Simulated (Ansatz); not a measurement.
The cluster Si₆O⁺. Charge 1, multiplicity 2. Geometry r2SCAN-D4/def2-SVP; atoms count from 1.

```xyz
7

O    -0.9928   -1.3488    0.8434
Si    0.7027   -1.1053    0.8488
Si   -1.5620    1.8303   -0.7036
Si    0.6950    1.2004   -0.4981
Si   -1.2976   -0.5706   -0.6520
Si    0.8635   -0.9935   -1.5046
Si    1.5912    0.9876    1.6660
```

Another isomer (doublet) lies 0.54 eV lower at PBE0-D4/def2-TZVP; other spin states weren't run for this one.

Estimate the Mulliken populations from the PBE0/def2-TZVP orbitals of Ansatz.


| atom | charge (e) | spin (α − β) |
| --- | --- | --- |
| O1 | -0.34 | 0.12 |
| Si2 | 0.33 | 0.06 |
| Si3 | 0.26 | 0.16 |
| Si4 | 0.01 | 0.00 |
| Si5 | 0.33 | 0.06 |
| Si6 | 0.14 | 0.43 |
| Si7 | 0.26 | 0.16 |
Mulliken values and Mayer orders depend strongly on the basis.

Where does the spin sit?

Summed by element: O 0.12, Si 0.88, of 1 unpaired in all. Largest on single atoms: Si6 0.43, Si7 0.16, Si3 0.16.

And the Mayer bond orders between bonded heavy atoms (over 0.3)?

O1–Si2 1.04 (1.71 Å); O1–Si5 1.04 (1.71 Å); Si2–Si4 0.43 (2.67 Å); Si2–Si5 0.31 (2.56 Å); Si2–Si6 0.87 (2.36 Å); Si2–Si7 0.84 (2.42 Å); Si3–Si4 0.99 (2.35 Å); Si3–Si5 0.84 (2.42 Å); Si4–Si5 0.43 (2.67 Å); Si4–Si6 0.81 (2.42 Å); Si4–Si7 0.99 (2.35 Å); Si5–Si6 0.87 (2.36 Å).
